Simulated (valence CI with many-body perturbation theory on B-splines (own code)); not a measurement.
Values are calculated unless marked as measured or tabulated.
**Yb29+: magnetic and hyperfine properties of the levels**

Method: relativistic CI+MBPT: five valence electrons over a frozen Dirac-Fock core [Kr], radial functions for each j: 7 s, 7 p, 8 d, 6 f, 4 g, 1 h, with the one-electron correlation potential Σ1 (screened to all orders), the two-electron term Σ2, the three-electron term Σ3, Breit, model QED; selected single and double excitations, second order for the rest (own B-spline code, finite nucleus).

No measured spectrum was set against this ion. As an estimate, large intervals hold to a few tenths of a per cent, small ones and those within an open d or f shell to about a per cent. Only levels of the ground parity were solved; by the run's estimate the other parity begins above the list, which can be wrong where configurations are misplaced.

A/g_I is the dipole constant over the nuclear g factor μ/I (μ in nuclear magnetons, uniformly magnetised nucleus), B/Q the quadrupole constant per barn. Both hold the static response of the core; the bare values leave it out. Large factors of s and p1/2 electrons are usually good to 5 to 10 %; those of open d and f shells near neutrality can be off by tens of per cent, and small factors of p3/2, d and f electrons come from cancelling terms and can be off by a factor of two or in sign, in half-filled shells by more. B is blank for J = 1/2, where it vanishes, and for nearly pure S terms. Energies count from the lowest level.

Levels are named by their leading jj configuration (3d3/2^4 stands for four electrons in 3d with j = 3/2), which in mixed levels can hold well under half, so a name can repeat and another be missing. Letters in brackets count levels of one name in rising energy.

| Level | E (cm⁻¹) | g | A/g_I (MHz) | A/g_I bare | B/Q (MHz/b) | B/Q bare |
| --- | --- | --- | --- | --- | --- | --- |
| (4d3/2^4 4d5/2) J=5/2 | 0 | 1.453 | 4820 | 5590 | 10000 | 9590 |
| (4d3/2^3 4d5/2^2) J=5/2 [a] | 70174 | 1.305 | 4070 | 4540 | 6630 | 6340 |
| (4d3/2^3 4d5/2^2) J=7/2 [a] | 104170 | 1.157 | 8040 | 8180 | 14800 | 14200 |
| (4d3/2^3 4d5/2^2) J=3/2 [a] | 107520 | 1.219 | 9590 | 9850 | 11800 | 11300 |
| (4d3/2^3 4d5/2^2) J=11/2 | 111020 | 1.129 | 10200 | 10300 | -355 | -407 |
| (4d3/2^3 4d5/2^2) J=9/2 | 121060 | 1.148 | 9130 | 9250 | 13900 | 13300 |
| (4d3/2^3 4d5/2^2) J=5/2 [b] | 126820 | 1.141 | 9380 | 9480 | 1130 | 1110 |
| (4d3/2^3 4d5/2^2) J=1/2 | 132360 | 1.815 | -5660 | -4100 |  |  |
| (4d3/2^3 4d5/2^2) J=7/2 [b] | 142660 | 1.097 | 11100 | 11100 | -14500 | -13900 |
| (4d3/2^2 4d5/2^3) J=5/2 [a] | 174540 | 1.247 | 4230 | 4570 | 698 | 673 |
| (4d3/2^3 4d5/2^2) J=3/2 [b] | 177380 | 0.785 | 18300 | 17600 | -13000 | -12500 |
| (4d3/2^2 4d5/2^3) J=7/2 [a] | 192860 | 1.217 | 6880 | 7150 | -1930 | -1870 |
| (4d3/2^2 4d5/2^3) J=11/2 | 197690 | 1.079 | 10300 | 10300 | 491 | 484 |
| (4d3/2^2 4d5/2^3) J=9/2 [a] | 202640 | 1.147 | 8760 | 8870 | -2310 | -2230 |
| (4d3/2^2 4d5/2^3) J=1/2 [a] | 208220 | 0.583 | 26300 | 25200 |  |  |
| (4d3/2^2 4d5/2^3) J=13/2 | 213780 | 1.074 | 11000 | 10900 | -8.87 | 2.23 |
| (4d3/2^2 4d5/2^3) J=3/2 [a] | 214880 | 1.195 | 8460 | 8670 | 703 | 663 |
| (4d3/2^2 4d5/2^3) J=5/2 [b] | 218910 | 1.016 | 12100 | 11900 | -2630 | -2510 |
| (4d3/2^2 4d5/2^3) J=9/2 [b] | 235950 | 1.109 | 9890 | 9920 | 816 | 786 |
| (4d3/2^2 4d5/2^3) J=7/2 [b] | 240720 | 0.989 | 13500 | 13200 | -845 | -813 |
| (4d3/2^2 4d5/2^3) J=5/2 [c] | 244290 | 1.043 | 11400 | 11300 | 2720 | 2600 |
| (4d3/2^2 4d5/2^3) J=3/2 [b] | 250280 | 0.832 | 17000 | 16400 | 1280 | 1250 |
| (4d3/2^2 4d5/2^3) J=1/2 [b] | 261860 | 1.824 | -6440 | -4860 |  |  |
| (4d3/2^2 4d5/2^3) J=7/2 [c] | 263150 | 1.050 | 12100 | 12000 | 1560 | 1500 |
| (4d3/2^2 4d5/2^3) J=9/2 [c] | 284320 | 1.104 | 10000 | 10000 | 8290 | 7990 |
| (4d3/2 4d5/2^4) J=5/2 [a] | 294430 | 1.248 | 4930 | 5270 | -7320 | -7010 |
| (4d3/2 4d5/2^4) J=7/2 [a] | 318360 | 1.193 | 7530 | 7750 | -18300 | -17600 |
| (4d3/2^2 4d5/2^3) J=3/2 [c] | 323790 | 1.089 | 8960 | 8950 | -7830 | -7540 |
| (4d3/2 4d5/2^4) J=11/2 | 326290 | 1.070 | 10700 | 10600 | -80.3 | -0.0349 |
| (4d3/2^2 4d5/2^3) J=5/2 [d] | 328620 | 1.137 | 8070 | 8170 | 7110 | 6850 |
| (4d3/2 4d5/2^4) J=3/2 [a] | 329820 | 1.046 | 11000 | 10900 | -11300 | -10900 |
| (4d3/2 4d5/2^4) J=9/2 | 345700 | 1.113 | 9440 | 9480 | -20600 | -19800 |
| (4d3/2 4d5/2^4) J=5/2 [b] | 357160 | 1.112 | 9410 | 9450 | 1380 | 1330 |
| (4d3/2 4d5/2^4) J=7/2 [b] | 364800 | 0.990 | 12300 | 12100 | 19300 | 18500 |
| (4d3/2 4d5/2^4) J=1/2 | 389440 | 1.102 | -1340 | -1270 |  |  |
| (4d3/2 4d5/2^4) J=3/2 [b] | 430010 | 0.878 | 17700 | 17200 | 18400 | 17700 |
| (4d5/2^5) J=5/2 | 448430 | 1.154 | 7520 | 7650 | -19700 | -18900 |

(1) Take the isotope of mass number 171, with I = 1/2, μ = 0.4923 μN. What is the hyperfine structure of (4d3/2^3 4d5/2^2) J=3/2 [a]?

Results:

(1) From the table A = 9440 MHz. Shifts from the centre of gravity in MHz: F = 1: -11800, F = 2: 7080.
